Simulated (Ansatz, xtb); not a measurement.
**Ligand exchange: KF + C2H6O → KOH + C2H5F**

Species: KF, singlet; C2H6O (ethanol) `CCO`, singlet; KOH `[OH][K]`, singlet; C2H5F `CCF`, singlet. The partners trade F for OH: K–F and C–OH bonds give way to K–OH and C–F.

Shapes, held fixed at every level: PBE0-D4/def2-TZVP. Flexible molecules stand in one conformer, not always the lowest. Programs: Ansatz 0.2.0, xtb 6.7.1. The zero-point and thermal change to 298 K, harmonic and unscaled (PBE0-D4/def2-TZVP), is -3.1 kJ/mol.

```json
{"level": "GFN0-xTB", "kind": "semi-empirical", "ΔH(298 K) (kJ/mol)": "+108.7", "less CCSD(T)/def2-TZVPP": "+47.0"}
{"level": "PBE0/def2-SVP", "kind": "global hybrid", "ΔH(298 K) (kJ/mol)": "+63.5", "less CCSD(T)/def2-TZVPP": "+1.8"}
{"level": "B3LYP-D4/def2-TZVPP", "kind": "global hybrid", "ΔH(298 K) (kJ/mol)": "+64.4", "less CCSD(T)/def2-TZVPP": "+2.7"}
{"level": "PBE0-D4/def2-TZVPP", "kind": "global hybrid", "ΔH(298 K) (kJ/mol)": "+67.4", "less CCSD(T)/def2-TZVPP": "+5.7"}
{"level": "r2SCAN0-D4/def2-TZVPP", "kind": "global hybrid", "ΔH(298 K) (kJ/mol)": "+65.3", "less CCSD(T)/def2-TZVPP": "+3.6"}
{"level": "B2PLYP/def2-TZVPP", "kind": "double hybrid", "ΔH(298 K) (kJ/mol)": "+61.8", "less CCSD(T)/def2-TZVPP": "+0.1"}
{"level": "CCSD/def2-SVP", "kind": "coupled cluster or CI", "ΔH(298 K) (kJ/mol)": "+66.2", "less CCSD(T)/def2-TZVPP": "+4.5"}
{"level": "CCSD(T)/def2-TZVPP", "kind": "coupled cluster or CI", "ΔH(298 K) (kJ/mol)": "+61.7", "less CCSD(T)/def2-TZVPP": "0.0"}
```

The highest level, CCSD(T)/def2-TZVPP, gives ΔH(298 K) = +61.7 kJ/mol; the levels span +61.7 to +108.7. The column of differences is taken from that level and isn't an error. No measured value is set beside it here. Correlated rows may include outer-core shells of K, which these sets cover unevenly.
